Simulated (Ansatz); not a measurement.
# A barrier at the coupled-cluster level

Start structure (BH₄SBr, singlet), relaxed at PBE0-D4/def2-TZVP:

B1  (-0.608, -0.349, -1.129)
S2  (1.046, 0.042, -0.626)
H3  (-0.891, -1.505, -1.112)
H4  (-1.368, 0.503, -1.462)
H5  (0.561, -0.066, 1.836)
Br6  (0.259, -0.004, 3.234)
H7  (1.001, 1.381, -0.742)
(Å)

The step: BH₃S ([BH2][SH]) + HBr → BH₂Br ([BH2][Br]) + H₂S (still joined by a long B–S bond); bonds formed: B1–Br6, S2–H5; bonds broken: H5–Br6; bonds weakened to dative contacts: B1–S2. Computed with Ansatz 0.2.0 (basis: def2-TZVPP and def2-QZVPP); correlated methods freeze the cores. Filled d shells of the heavier atoms are correlated. The def2 sets are not built for correlating such inner shells, so the correlated values are less sure here. Extrapolation: Hartree–Fock as exp(−7.88 √X), correlation as X^−2.97. Energies below are by CCSD(T) at an estimated basis limit (MP2 extrapolated from triple and quadruple zeta, plus CCSD(T) − MP2 in triple zeta).

Task: What are the electronic barrier and the energy of the step, from the start structure to the end structure? (Judge from chemistry; the value comes from the calculation.)

Result: The calculation gives: Barrier 0.623 eV; step energy -0.268 eV (downhill); reverse barrier, their difference, 0.891 eV. Barrier and step energy count from the start structure, the reverse barrier from the end structure.

The saddle point: One imaginary mode of 597i cm⁻¹.
```
  pair  start (Å)  saddle (Å)  end (Å)
B1–Br6       4.46        2.35     2.00
 S2–H5       2.51        1.76     1.35
 B1–S2       1.77        1.90     1.98
H5–Br6       1.43        1.61     3.18
```

Zero-point energy (harmonic, PBE0-D4): ZPE is 1.026 eV at the start and 0.995 eV at the saddle, so the barrier goes from 0.623 to 0.591 eV.

T1 diagnostic: at most 0.011.

Labels in which every atom is bracketed show which atoms are joined, not bond orders.

For scale, one of the runs: CCSD(T)/def2-TZVPP, 177 basis functions (an equivalent command: `ansatz run in.yaml --threads 2`). Hardware: 2 CPU threads, shared host. Wall time 67 s; peak host memory 1.6 GiB.
